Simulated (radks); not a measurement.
The numbers below are computed, except where a source is named.
Polarisability of the nickel ion Ni+, [Ar] 3d9, at imaginary frequency. Code: a radial shooting solver on a logarithmic mesh with Libxc functionals. Model: scalar-relativistic Kohn-Sham, LDA (Slater exchange, Perdew-Wang correlation), spin-polarised, spherical densities, finite nucleus; open shells are filled with parallel spins first; Fermi nuclear charge, rms radius 3.7757 fm. Response by self-consistent Sternheimer equations with the Hartree and adiabatic LDA kernel, the relativistic mass of each level held fixed and spin-orbit coupling left out.

w (hartree)  alpha1(iw) (bohr^3)
0.00266                    9.238
0.0143                     9.223
0.0360                     9.137
0.0697                     8.875
0.118                      8.302
0.186                      7.351
0.280                      6.136
0.413                      4.880
0.605                      3.733
0.892                      2.730
1.35                       1.868
2.12                       1.153
3.59                      0.6029
6.94                      0.2351
17.5                     0.05174

Static values: alpha1 = 9.239 bohr^3 (1.369 angstrom^3; uncoupled 12.55). C6 = 32.45, triple-dipole C9 = 191.8 atomic units. One-pole (London) frequency 4 C6 / (3 alpha1^2) = 0.507 hartree, against 0.472 for minus the highest occupied eigenvalue.
